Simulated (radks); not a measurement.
Effect of the nuclear size on the antimony ion Sb2+, [Kr] 4d10 5s2 5p1. All-electron calculation, Dirac Kohn-Sham, exchange-only LDA, spin-unpolarised, spherical densities, finite nucleus; open shells fill j = l - 1/2 first; Fermi nuclear charge, rms radius 4.6802 fm. Program: a radial shooting solver on a logarithmic mesh with Libxc functionals. The rms radius is varied about that value; shifts are against it.

| rms radius (fm) | total energy shift (eV) | density at nucleus (e/bohr^3) | 1s1/2 shift (meV) | 2s1/2 shift (meV) | 4s1/2 shift (meV) | 4p1/2 shift (meV) | 5s1/2 shift (meV) | 5p1/2 shift (meV) | 6s1/2 (empty) shift (meV) |
|---|---|---|---|---|---|---|---|---|---|
| 4.0718 | -1.13 | 2.128e+05 | -472 | -54.4 | -2.09 | 0.193 | -0.233 | 0.053 | -0.048 |
| 4.4415 | -0.458 | 2.098e+05 | -192 | -22.1 | -0.849 | 0.078 | -0.095 | 0.021 | -0.019 |
| 4.6802 | 0 | 2.081e+05 | 0.000 | 0.000 | 0.000 | 0.000 | 0.000 | 0.000 | 0.000 |
| 5.0827 | 0.817 | 2.054e+05 | 343 | 39.5 | 1.52 | -0.140 | 0.169 | -0.038 | 0.035 |
| 5.3401 | 1.37 | 2.037e+05 | 574 | 66.2 | 2.54 | -0.234 | 0.283 | -0.064 | 0.058 |

Slopes of the eigenvalues against <r^2> in GHz/fm^2, as finite differences over the two radii next to the reference (eigenvalue slopes, not the field-shift constants of lines): 1s1/2 21200, 2s1/2 2440, 4s1/2 93.6, 4p1/2 -8.64, 5s1/2 10.4, 5p1/2 -2.36, 6s1/2 (empty) 2.13.
